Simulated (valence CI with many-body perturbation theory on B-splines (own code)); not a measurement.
# Te XX: calculated level list

Computed by valence CI with perturbative core correlation (CI+MBPT): five valence electrons over a frozen Dirac-Fock core [Ar] 3d10, radial functions for each j: 11 s, 11 p, 10 d, 8 f, 5 g, 2 h, with the one-electron correlation potential Σ1, the two-electron term Σ2, the three-electron term Σ3, Breit, model QED; selected CI, second order for the rest, scaled by the run's own slope (own B-spline code, finite nucleus).

No measured levels were compared; by estimate levels hold to about 250 cm⁻¹ or 0.2 % of their energy and the worst to 1 %, as in measured heavy ions of charge 2 to 7; those with d or f electrons hold less well. Among the levels kept, up to 2100 cm⁻¹ of a level comes from second order outside the variational space, and about a tenth of that is noise between levels of different J, which matters for small intervals.

Levels 91 to 135 of 168, with energies above the lowest level, 4s2 4p3 4S°_3/2. "Leading %" is the weight of the configuration and term that name the level; weights of strongly mixed levels are sums over their largest components and can fall short. In the jj column 3d3/2^4 stands for four electrons in 3d with j = 3/2.

```csv
No.,Configuration,Term,J,E (cm⁻¹),Leading %,Second component,Leading jj
91,4s 4p3 4d,2F°,5/2,1315100,48,16 % 4s 4p3 4d 2D°,4s 4p1/2 4p3/2^2 4d5/2 (70 %)
92,4s 4p3 4d,2P°,3/2,1315700,32,13 % 4s 4p3 4d 2D°,4s 4p1/2 4p3/2^2 4d5/2 (32 %)
93,4s 4p3 4d,4D°,3/2,1326000,50,10 % 4s 4p3 4d 2D°,4s 4p1/2 4p3/2^2 4d3/2 (53 %)
94,4s 4p3 4d,4P°,1/2,1327300,45,20 % 4s 4p3 4d 2P°,4s 4p3/2^3 4d3/2 (51 %)
95,4s 4p3 4d,4D°,1/2,1329900,62,13 % 4s 4p3 4d 2P°,4s 4p1/2 4p3/2^2 4d3/2 (55 %)
96,4s 4p3 4d,2G°,9/2,1340700,42,32 % 4s 4p3 4d 4F°,4s 4p3/2^3 4d5/2 (62 %)
97,4s2 4p 4d2,4G°,5/2,1341900,26,19 % 4s 4p3 4d 4D°,4s^2 4p1/2 4d3/2^2 (28 %)
98,4s 4p3 4d,2P°,1/2,1344600,53,16 % 4s 4p3 4d 4D°,4s 4p1/2 4p3/2^2 4d5/2 (42 %)
99,4s 4p3 4d,2D°,5/2,1346800,33,13 % 4s 4p3 4d 4P°,4s 4p3/2^3 4d5/2 (39 %)
100,4s 4p3 4d,2D°,3/2,1347400,50,20 % 4s 4p3 4d 2P°,4s 4p1/2 4p3/2^2 4d5/2 (57 %)
101,4s 4p3 4d,2F°,5/2,1354500,25,16 % 4s 4p3 4d 2D°,4s 4p1/2 4p3/2^2 4d3/2 (29 %)
102,4s 4p3 4d,2F°,7/2,1370800,24,20 % 4s2 4p 4d2 4G°,4s 4p3/2^3 4d5/2 (47 %)
103,4s 4p3 4d,2F°,5/2,1371800,38,10 % 4s 4p3 4d 2D°,4s 4p1/2 4p3/2^2 4d5/2 (24 %)
104,4s 4p3 4d,2D°,3/2,1376800,34,13 % 4s 4p3 4d 2P°,4s 4p3/2^3 4d3/2 (23 %)
105,4s2 4p 4d2,4G°,7/2,1380700,24,20 % 4s 4p3 4d 2F°,4s^2 4p1/2^2 4f7/2 (28 %)
106,4s 4p3 4d,2S°,1/2,1389200,44,18 % 4s2 4p 4d2 2S°,4s 4p1/2 4p3/2^2 4d3/2 (30 %)
107,4s 4p3 4d,2D°,5/2,1392400,28,10 % 4s 4p3 4d 2F°,4s 4p3/2^3 4d3/2 (48 %)
108,4s 4p3 4d,2P°,3/2,1392600,53,14 % 4s2 4p 4d2 2P°,4s 4p1/2 4p3/2^2 4d5/2 (30 %)
109,4s2 4p 4d2,4G°,7/2,1400700,22,12 % 4s2 4p2 4f 4D°,4s^2 4p1/2 4d3/2 4d5/2 (32 %)
110,4s 4p3 4d,2F°,7/2,1404600,50,7 % 4s 4p3 4d 4D°,4s 4p3/2^3 4d3/2 (49 %)
111,4s2 4p 4d2,4G°,5/2,1405700,21,7 % 4s2 4p 4d2 4D°,4s^2 4p1/2 4d3/2 4d5/2 (46 %)
112,4s 4p3 4d,2P°,3/2,1407900,37,9 % 4s 4p3 4d 2D°,4s 4p3/2^3 4d5/2 (46 %)
113,4s2 4p 4d2,4G°,9/2,1413700,38,21 % 4s2 4p 4d2 2H°,4s^2 4p1/2 4d3/2 4d5/2 (49 %)
114,4s 4p3 4d,2F°,7/2,1424500,44,21 % 4s 4p3 4d 4D°,4s 4p3/2^3 4d5/2 (62 %)
115,4s2 4p 4d2,4D°,3/2,1426200,19,11 % 4s 4p3 4d 2D°,4s^2 4p1/2 4d3/2 4d5/2 (45 %)
116,4s2 4p 4d2,2H°,9/2,1428400,30,28 % 4s2 4p 4d2 4G°,4s^2 4p1/2 4d5/2^2 (41 %)
117,4s2 4p2 4f,4G°,5/2,1429300,25,10 % 4s2 4p2 4f 4F°,4s^2 4p1/2^2 4f5/2 (32 %)
118,4s2 4p 4d2,4D°,1/2,1430200,77,6 % 4s2 4p 4d2 4P°,4s^2 4p1/2 4d3/2 4d5/2 (46 %)
119,4s 4p3 4d,2D°,5/2,1438400,42,11 % 4s 4p3 4d 4D°,4s 4p3/2^3 4d5/2 (61 %)
120,4s2 4p 4d2,4D°,7/2,1440400,19,19 % 4s2 4p 4d2 2F°,4s^2 4p1/2 4d5/2^2 (49 %)
121,4s 4p3 4d,2P°,1/2,1441200,37,12 % 4s 4p3 4d 4D°,4s 4p3/2^3 4d3/2 (50 %)
122,4s 4p3 4d,2D°,3/2,1443000,25,22 % 4s 4p3 4d 2P°,4s 4p3/2^3 4d3/2 (37 %)
123,4s2 4p2 4f,2D°,5/2,1450900,23,13 % 4s 4p3 4d 2F°,4s 4p3/2^3 4d3/2 (33 %)
124,4s2 4p 4d2,4P°,1/2,1451500,49,15 % 4s 4p3 4d 2S°,4s^2 4p1/2 4d3/2 4d5/2 (28 %)
125,4s2 4p 4d2,4F°,3/2,1454500,33,25 % 4s2 4p 4d2 4D°,4s^2 4p1/2 4d3/2^2 (43 %)
126,4s2 4p 4d2,2F°,5/2,1458000,20,17 % 4s2 4p 4d2 4D°,4s^2 4p1/2 4d3/2 4d5/2 (24 %)
127,4s2 4p 4d2,4G°,11/2,1458100,33,29 % 4s2 4p2 4f 4G°,4s^2 4p1/2 4p3/2 4f7/2 (50 %)
128,4s2 4p 4d2,2D°,3/2,1467900,26,21 % 4s2 4p 4d2 4D°,4s^2 4p1/2 4d5/2^2 (19 %)
129,4s2 4p2 4f,4G°,7/2,1473500,27,21 % 4s2 4p2 4f 4F°,4s^2 4p1/2 4p3/2 4f5/2 (44 %)
130,4s2 4p 4d2,4D°,5/2,1474300,33,15 % 4s2 4p 4d2 4P°,4s^2 4p1/2 4d3/2 4d5/2 (36 %)
131,4s2 4p2 4f,4G°,9/2,1478400,34,18 % 4s2 4p2 4f 4F°,4s^2 4p1/2 4p3/2 4f7/2 (57 %)
132,4s 4p3 4d,2P°,1/2,1481300,47,10 % 4s2 4p 4d2 2P°,4s 4p3/2^3 4d5/2 (56 %)
133,4s2 4p 4d2,4P°,3/2,1482800,56,8 % 4s2 4p 4d2 4S°,4s^2 4p1/2 4d3/2 4d5/2 (43 %)
134,4s2 4p2 4f,2G°,7/2,1485100,34,9 % 4s2 4p2 4f 2F°,4s^2 4p1/2 4p3/2 4f7/2 (41 %)
135,4s2 4p2 4f,4F°,3/2,1488000,30,14 % 4s 4p3 4d 2P°,4s^2 4p1/2 4p3/2 4f5/2 (49 %)
```

Names give the largest LS component (configuration and term), which can be under half, so a name can repeat, a term be missing and a line seem to break the LS rules; names also repeat where a configuration has a term twice.

Where two levels of one J and parity lie close, their mixing, g and order are uncertain.
